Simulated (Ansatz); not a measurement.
`C#C[SiH](Cl)Cl`, relaxed with RKS PBE-D4/def2-SVP in Ansatz 0.2.0 from a rough embedded geometry. The force threshold is 0.03 eV/Å; the program also tests the step.

Total charge 0; spin multiplicity 1.

Start:

```xyz
7

C    -1.429    0.113    1.520
C    -0.602    0.035    0.611
Si    0.611   -0.079   -0.821
Cl    1.286    1.685   -1.323
Cl    2.208   -1.222   -0.308
H    -2.025    0.185    2.362
H    -0.048   -0.717   -2.041
```

```tsv
step	energy (eV)	largest force (eV/Å)	largest move (Å)
1	-35001.2942	2.589	0.000
2	-35001.5313	0.652	0.133
3	-35001.5540	0.208	0.031
4	-35001.5570	0.134	0.008
5	-35001.5609	0.090	0.027
6	-35001.5609	0.076	0.002
7	-35001.5609	0.002	0.001
```

End:

```xyz
7

C    -1.358    0.111    1.514
C    -0.567    0.028    0.579
Si    0.589   -0.107   -0.825
Cl    1.258    1.785   -1.330
Cl    2.196   -1.282   -0.263
H    -2.053    0.185    2.341
H    -0.066   -0.721   -2.017
```

It took 19 s on 2 threads of a server CPU on a shared host, with 0.13 GiB of host memory at the peak.
